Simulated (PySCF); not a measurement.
PySCF input file for C4H8OSi, SMILES C(/C)=C1/[SiH2]CO1, ωB97X-D3(BJ)/def2-SVP. 

```python
import numpy as np
from pyscf import gto, scf, dft
from pyscf.geomopt import geometric_solver

mol = gto.M(
    atom='''
    C     2.58743024    0.43089807    0.29029784
    C     1.58824570   -0.39665147   -0.44459001
    C     0.27831058   -0.27217179   -0.26869980
    O    -0.68011358   -1.02124132   -0.93212619
    C    -1.89822760   -0.49313898   -0.37979005
    Si   -0.94932855    0.74913713    0.74840415
    H     2.08526334    1.11856526    0.96841023
    H     3.19571905    1.00553923   -0.40853790
    H     3.26045709   -0.20455854    0.86609722
    H     1.97299678   -1.12354425   -1.14741104
    H    -2.45842542   -1.29499684    0.10607517
    H    -2.51624523   -0.08193939   -1.18092102
    H    -1.11102736    2.16131267    0.40809850
    H    -1.03178367    0.48801776    2.18423223
    ''',
    basis='def2-SVP',
    charge=0,
    spin=0,
    max_memory=1600,
    verbose=3,
)
mf = dft.RKS(mol, xc='wb97x-d3bj').density_fit(auxbasis='def2-universal-jkfit')
mf.grids.level = 3
mf.conv_tol = 1e-9
mf.max_cycle = 100
mf.kernel()
grad = mf.nuc_grad_method()
grad.grid_response = mol.nao <= 150
conv, mol_eq = geometric_solver.kernel(grad, convergence_set='GAU_TIGHT', maxsteps=100)
print(mol_eq.tostring(format='xyz'))
mf.reset(mol_eq)
mf.kernel()
```

Output:

```
converged SCF energy = -521.7506592451
[banner and settings of the optimiser left out]
Geometry optimization cycle 1
Cartesian coordinates (Angstrom)
 Atom        New coordinates             dX        dY        dZ
   C   2.587430   0.430898   0.290298   -0.000000  0.000000  0.000000
   C   1.588246  -0.396651  -0.444590    0.000000  0.000000  0.000000
   C   0.278311  -0.272172  -0.268700    0.000000  0.000000  0.000000
   O  -0.680114  -1.021241  -0.932126    0.000000  0.000000  0.000000
   C  -1.898228  -0.493139  -0.379790    0.000000  0.000000  0.000000
  Si  -0.949329   0.749137   0.748404    0.000000  0.000000  0.000000
   H   2.085263   1.118565   0.968410    0.000000  0.000000  0.000000
   H   3.195719   1.005539  -0.408538    0.000000  0.000000  0.000000
   H   3.260457  -0.204559   0.866097    0.000000  0.000000  0.000000
   H   1.972997  -1.123544  -1.147411    0.000000  0.000000  0.000000
   H  -2.458425  -1.294997   0.106075    0.000000  0.000000  0.000000
   H  -2.516245  -0.081939  -1.180921    0.000000  0.000000  0.000000
   H  -1.111027   2.161313   0.408098    0.000000  0.000000  0.000000
   H  -1.031784   0.488018   2.184232    0.000000  0.000000  0.000000

WARN: Mole.unit (angstrom) is changed to Bohr

converged SCF energy = -521.750659245101
--------------- DFRKS_Scanner gradients ---------------
         x                y                z
0 C     0.0036853977     0.0037825429     0.0035009390
1 C    -0.0029007156    -0.0029536117    -0.0026378051
2 C     0.0000287494    -0.0011415060    -0.0010896532
3 O    -0.0046480970    -0.0051769900    -0.0046594597
4 C     0.0038459720    -0.0010727845    -0.0011953699
5 Si     0.0013992821     0.0197985744     0.0185059146
6 H     0.0017795455    -0.0069671721    -0.0067080678
7 H    -0.0056748461    -0.0058947140     0.0038113364
8 H    -0.0061727732     0.0032261085    -0.0058327304
9 H    -0.0009359388     0.0083411684     0.0079116235
10 H     0.0047978465     0.0041978043    -0.0045842480
[...]
Step   26 : Displace = 6.300e-04/1.159e-03 (rms/max) Trust = 3.000e-01 (=) Grad = 2.377e-05/6.666e-05 (rms/max) E (change) = -521.7535878395 (-1.197e-07) Quality = 1.283
Hessian Eigenvalues: 5.01039e-05 2.77605e-03 3.02363e-03 ... 4.89926e-01 5.35388e-01 6.64126e-01

Geometry optimization cycle 28
Cartesian coordinates (Angstrom)
 Atom        New coordinates             dX        dY        dZ
   C   2.582315   0.512369   0.464203   -0.001348  0.002122  0.004980
   C   1.650142  -0.336118  -0.352164    0.001306  0.001726  0.002392
   C   0.321085  -0.256160  -0.264860    0.001040  0.000042 -0.000074
   O  -0.561756  -1.030412  -1.009554    0.003352 -0.000262 -0.002523
   C  -1.866669  -0.583961  -0.566721    0.001956 -0.002033 -0.004712
  Si  -1.053065   0.661646   0.635595   -0.001736 -0.001689 -0.002548
   H   2.025806   1.193257   1.129194   -0.003511  0.001104  0.004214
   H   3.234153   1.128903  -0.177795   -0.000580  0.003223  0.006822
   H   3.243774  -0.105890   1.094597   -0.002083  0.002413  0.006033
   H   2.079395  -1.059470  -1.057057    0.003547  0.002849  0.002617
   H  -2.432709  -1.421454  -0.126576    0.002291 -0.002935 -0.005985
   H  -2.442306  -0.173724  -1.412811    0.002959 -0.002512 -0.005614
   H  -1.234559   2.114144   0.355749   -0.002296 -0.001774 -0.002630
   H  -1.221736   0.424824   2.097261   -0.004875 -0.002200 -0.002993
converged SCF energy = -521.753587859733
--------------- DFRKS_Scanner gradients ---------------
         x                y                z
0 C    -0.0000001210     0.0000008412     0.0000015150
1 C    -0.0000034473     0.0000006296    -0.0000019986
2 C     0.0000009767    -0.0000062546    -0.0000026991
3 O    -0.0000170391     0.0000125711     0.0000103281
4 C     0.0000346464    -0.0000115883    -0.0000126136
5 Si    -0.0000074816     0.0000043586     0.0000018441
6 H     0.0000002406    -0.0000001961    -0.0000004234
7 H     0.0000004553     0.0000000891    -0.0000004847
8 H     0.0000005556    -0.0000005983     0.0000003609
9 H     0.0000010532    -0.0000014278     0.0000003699
10 H    -0.0000051168     0.0000008387     0.0000020633
11 H    -0.0000062495    -0.0000002434     0.0000008242
12 H     0.0000007900     0.0000002043     0.0000007869
13 H     0.0000007652     0.0000007850     0.0000001518
----------------------------------------------
cycle 28: E = -521.75358786  dE = -2.02676e-08  norm(grad) = 4.76663e-05
Step   27 : Displace = 3.751e-04/6.858e-04 (rms/max) Trust = 3.000e-01 (=) Grad = 1.274e-05/3.865e-05 (rms/max) E (change) = -521.7535878597 (-2.027e-08) Quality = 0.895
Hessian Eigenvalues: 6.57300e-05 2.77491e-03 3.17239e-03 ... 4.81947e-01 5.35400e-01 6.64275e-01

Geometry optimization cycle 29
Cartesian coordinates (Angstrom)
 Atom        New coordinates             dX        dY        dZ
   C   2.583415   0.510450   0.459864    0.001100 -0.001919 -0.004339
   C   1.649022  -0.337559  -0.354454   -0.001119 -0.001441 -0.002290
   C   0.320200  -0.256411  -0.264697   -0.000885 -0.000251  0.000163
   O  -0.564735  -1.030159  -1.007435   -0.002979  0.000253  0.002118
   C  -1.868444  -0.582146  -0.562500   -0.001775  0.001815  0.004221
  Si  -1.051408   0.663070   0.637889    0.001657  0.001424  0.002294
   H   2.028687   1.192096   1.125568    0.002881 -0.001162 -0.003626
   H   3.234624   1.126152  -0.183567    0.000471 -0.002751 -0.005771
   H   3.245474  -0.108110   1.089330    0.001700 -0.002220 -0.005267
   H   2.076342  -1.061541  -1.059871   -0.003052 -0.002071 -0.002813
   H  -2.434573  -1.418898  -0.121075   -0.001863  0.002557  0.005501
   H  -2.445069  -0.171623  -1.407773   -0.002763  0.002101  0.005039
   H  -1.231960   2.115649   0.357854    0.002598  0.001505  0.002104
   H  -1.217723   0.426914   2.099933    0.004012  0.002090  0.002672
converged SCF energy = -521.753587863807
--------------- DFRKS_Scanner gradients ---------------
         x                y                z
0 C    -0.0000014590    -0.0000004169    -0.0000005426
1 C     0.0000007861     0.0000010728    -0.0000020097
2 C     0.0000035628    -0.0000009653     0.0000037053
3 O    -0.0000068555     0.0000010664     0.0000004662
4 C     0.0000085038    -0.0000033420    -0.0000047760
5 Si    -0.0000016304     0.0000027395     0.0000008821
6 H    -0.0000000602    -0.0000005803    -0.0000008848
7 H    -0.0000000934    -0.0000004953     0.0000004819
8 H    -0.0000003764     0.0000005849    -0.0000002002
9 H    -0.0000000199     0.0000002247     0.0000012469
10 H    -0.0000013345     0.0000001342     0.0000016113
11 H    -0.0000021151    -0.0000004565     0.0000001068
12 H     0.0000008169     0.0000001316     0.0000000305
13 H     0.0000002622     0.0000003180    -0.0000001033
----------------------------------------------
cycle 29: E = -521.753587864  dE = -4.07408e-09  norm(grad) = 1.46642e-05
Step   28 : Displace = 1.253e-04/1.913e-04 (rms/max) Trust = 3.000e-01 (=) Grad = 3.919e-06/1.031e-05 (rms/max) E (change) = -521.7535878638 (-4.074e-09) Quality = 0.839
Hessian Eigenvalues: 1.42824e-04 2.78657e-03 3.01879e-03 ... 4.87734e-01 5.35407e-01 6.64340e-01

Geometry optimization cycle 30
Cartesian coordinates (Angstrom)
 Atom        New coordinates             dX        dY        dZ
   C   2.582809   0.511520   0.462211   -0.000606  0.001070  0.002348
   C   1.649636  -0.336797  -0.353188    0.000614  0.000763  0.001266
   C   0.320683  -0.256314  -0.264763    0.000484  0.000097 -0.000066
   O  -0.563113  -1.030369  -1.008535    0.001622 -0.000210 -0.001099
   C  -1.867501  -0.583107  -0.564806    0.000943 -0.000961 -0.002306
  Si  -1.052290   0.662259   0.636663   -0.000883 -0.000811 -0.001227
   H   2.027100   1.192765   1.127510   -0.001587  0.000670  0.001941
   H   3.234341   1.127669  -0.180465   -0.000283  0.001518  0.003102
   H   3.244560  -0.106837   1.092201   -0.000914  0.001273  0.002872
   H   2.078015  -1.060437  -1.058315    0.001673  0.001104  0.001555
   H  -2.433650  -1.420248  -0.124150    0.000923 -0.001350 -0.003074
   H  -2.443469  -0.172680  -1.410572    0.001601 -0.001057 -0.002799
   H  -1.233345   2.114805   0.356776   -0.001384 -0.000844 -0.001077
   H  -1.219917   0.425690   2.098491   -0.002194 -0.001224 -0.001443
converged SCF energy = -521.753587864072
--------------- DFRKS_Scanner gradients ---------------
         x                y                z
0 C     0.0000001643    -0.0000003013    -0.0000002374
1 C     0.0000010132    -0.0000003536    -0.0000002556
2 C    -0.0000008123    -0.0000016489    -0.0000004871
3 O    -0.0000031283     0.0000021020     0.0000017100
4 C     0.0000046093    -0.0000013487    -0.0000025247
5 Si    -0.0000011823     0.0000002747    -0.0000006877
6 H    -0.0000005755     0.0000005494     0.0000002121
7 H     0.0000003369     0.0000001438    -0.0000002089
8 H     0.0000001270     0.0000000709     0.0000003524
9 H    -0.0000000441    -0.0000002260     0.0000004963
10 H    -0.0000001275     0.0000008640     0.0000004367
11 H    -0.0000003315    -0.0000009985     0.0000007684
12 H     0.0000001332     0.0000004679     0.0000001287
13 H    -0.0000001468     0.0000003960     0.0000002642
----------------------------------------------
cycle 30: E = -521.753587864  dE = -2.64549e-10  norm(grad) = 7.61401e-06
Step   29 : Displace = 3.150e-05/6.090e-05 (rms/max) Trust = 3.000e-01 (=) Grad = 2.035e-06/5.426e-06 (rms/max) E (change) = -521.7535878641 (-2.645e-10) Quality = 0.116
Poor-quality step dominated by net translation/rotation detected; will project out net forces and torques past this point.
Hessian Eigenvalues: 2.52486e-04 2.76836e-03 2.98113e-03 ... 4.82763e-01 5.35326e-01 6.64558e-01

Geometry optimization cycle 31
Cartesian coordinates (Angstrom)
 Atom        New coordinates             dX        dY        dZ
   C   2.583033   0.511143   0.461371    0.000224 -0.000377 -0.000840
   C   1.649415  -0.337067  -0.353630   -0.000221 -0.000270 -0.000442
   C   0.320508  -0.256345  -0.264733   -0.000175 -0.000031  0.000029
   O  -0.563688  -1.030306  -1.008129   -0.000575  0.000064  0.000406
   C  -1.867846  -0.582756  -0.563988   -0.000345  0.000351  0.000818
  Si  -1.051980   0.662536   0.637112    0.000310  0.000277  0.000449
   H   2.027686   1.192530   1.126825    0.000586 -0.000235 -0.000684
   H   3.234437   1.127134  -0.181586    0.000096 -0.000535 -0.001121
   H   3.244906  -0.107286   1.091162    0.000346 -0.000449 -0.001040
   H   2.077411  -1.060832  -1.058862   -0.000604 -0.000395 -0.000547
   H  -2.434007  -1.419762  -0.123092   -0.000357  0.000486  0.001058
   H  -2.444010  -0.172269  -1.409591   -0.000541  0.000411  0.000980
   H  -1.232874   2.115095   0.357192    0.000471  0.000291  0.000416
   H  -1.219139   0.426089   2.099012    0.000778  0.000400  0.000522
converged SCF energy = -521.753587864449
--------------- DFRKS_Scanner gradients ---------------
         x                y                z
0 C     0.0000003292     0.0000000558    -0.0000001526
1 C     0.0000003071    -0.0000002196     0.0000000548
2 C    -0.0000016377    -0.0000011287    -0.0000008791
3 O    -0.0000003426     0.0000008705     0.0000012350
4 C     0.0000015528    -0.0000005380    -0.0000007826
5 Si    -0.0000002642     0.0000003664    -0.0000005383
6 H    -0.0000002320     0.0000004871     0.0000001522
7 H     0.0000001818     0.0000000799    -0.0000002259
8 H     0.0000001303     0.0000000223     0.0000003536
9 H     0.0000000156    -0.0000003809     0.0000001539
10 H    -0.0000001025     0.0000003543     0.0000005221
11 H    -0.0000001409    -0.0000005330     0.0000001994
12 H     0.0000000997     0.0000002133    -0.0000000681
13 H     0.0000000764     0.0000003348    -0.0000000204
----------------------------------------------
cycle 31: E = -521.753587864  dE = -3.77099e-10  norm(grad) = 3.58659e-06
Step   30 : Displace = 1.716e-05/3.262e-05 (rms/max) Trust = 1.575e-05 (-) Grad = 9.907e-07/2.167e-06 (rms/max) E (change) = -521.7535878644 (-3.771e-10) Quality = 0.580
Hessian Eigenvalues: 2.52486e-04 2.76836e-03 2.98113e-03 ... 4.82763e-01 5.35326e-01 6.64558e-01
Converged! =D

14
XYZ from PySCF
C           2.58303292        0.51114289        0.46137122
C           1.64941528       -0.33706695       -0.35362998
C           0.32050842       -0.25634504       -0.26473349
O          -0.56368801       -1.03030558       -1.00812854
C          -1.86784569       -0.58275599       -0.56398759
Si         -1.05198029        0.66253628        0.63711191
H           2.02768563        1.19253019        1.12682547
H           3.23443660        1.12713447       -0.18158587
H           3.24490617       -0.10728573        1.09116190
H           2.07741105       -1.06083155       -1.05886203
H          -2.43400682       -1.41976173       -0.12309189
H          -2.44400960       -0.17226919       -1.40959128
H          -1.23287378        2.11509514        0.35719200
H          -1.21913891        0.42608938        2.09901228
converged SCF energy = -521.753587864443
```

Self-consistency was reached.
